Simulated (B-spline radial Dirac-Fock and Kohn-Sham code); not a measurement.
## Ionisation of each subshell: Er¹⁵⁺

System: erbium as Er¹⁵⁺, [Kr] 4d10 4f7; nuclear rms radius 5.2516 fm (A = 166).

The run's input, task.json:

```json
{"items": [{
  "Z": 68,
  "q": 15,
  "cfg": [[1, 0, 2], [2, 0, 2], [2, 1, 6], [3, 0, 2], [3, 1, 6], [3, 2, 10], [4, 0, 2], [4, 1, 6], [4, 2, 10], [4, 3, 7]],
  "A": 166,
  "rrms": 5.2516,
  "do": ["binding"]
}]}
```

Command: `python xray_run.py task.json out`

Level of theory: multi-electron Dirac-Fock with separately optimised hole states, Breit and Lamb-shift corrections added in first order; a radial B-spline solver. Correlation and solid-state effects are left out. Energies are counted from the vacuum level.

All terms are in eV, carry their sign (relaxation lowers the binding energy) and add up to the binding energy; ⟨r⟩ is the mean radius of the orbital in the initial state.

```
subshell  −ε (Koopmans)  relaxation    Gaunt  retardation  self-energy  vacuum polarisation  binding energy  ⟨r⟩ (bohr)
      1s        58166.1      -72.10  -190.07        16.83      -109.11                18.93         57830.6       0.020
      2s        10173.6      -38.22   -20.08         1.38       -15.08                 2.44         10104.0       0.086
   2p1/2         9683.7      -42.41   -34.84         3.82         0.23                 0.06          9610.6       0.072
   2p3/2         8764.6      -39.94   -24.39         4.98        -0.96                -0.10          8704.2       0.079
      3s         2592.2      -16.79    -3.52         0.21        -3.40                 0.53          2569.2       0.224
   3p1/2         2377.6      -17.63    -6.29         0.62        -0.01                 0.01          2354.3       0.214
   3p3/2         2181.0      -16.49    -4.19         0.90        -0.24                -0.02          2161.0       0.228
   3d3/2         1819.2      -18.74    -2.60         0.22         0.25                -0.03          1798.3       0.201
   3d5/2         1776.8      -18.31    -1.72         0.24         0.13                -0.03          1757.1       0.205
      4s          793.7       -4.02    -0.81         0.06        -0.83                 0.13           788.2       0.502
   4p1/2          705.8       -3.92    -1.39         0.15         0.00                 0.00           700.6       0.510
   4p3/2          659.4       -3.44    -0.89         0.21        -0.06                -0.01           655.2       0.536
   4d3/2          512.6       -3.28    -0.44         0.04         0.05                -0.01           509.0       0.554
   4d5/2          503.8       -3.12    -0.25         0.05         0.02                 0.00           500.5       0.563
      4f          328.5       -2.76     0.08        -0.01         0.02                 0.00           325.9       0.603
```

For the deepest level, K (1s), the Breit terms make up -0.300 % of the binding energy, QED -0.156 % and orbital relaxation -0.125 %.

Spin-orbit splittings: 2p 906.4 eV, 3p 193.4 eV, 3d 41.21 eV, 4p 45.39 eV, 4d 8.48 eV.

Going to the tabulated ground configuration of the next ion removes an electron from N6,7 (4f), computed at 325.9 eV. NIST lists 345 ± 17 eV as the ionisation energy of this species (theoretical), +19.15 eV from the computed value. Where a p, d or f shell is open in either ion the computed value averages over both j values and all terms, while the table refers to the lowest levels; that difference holds spin-orbit splitting (largest in heavy or highly charged ions), term energies where several electrons share open shells, and correlation, and it can reach 10 % or more.
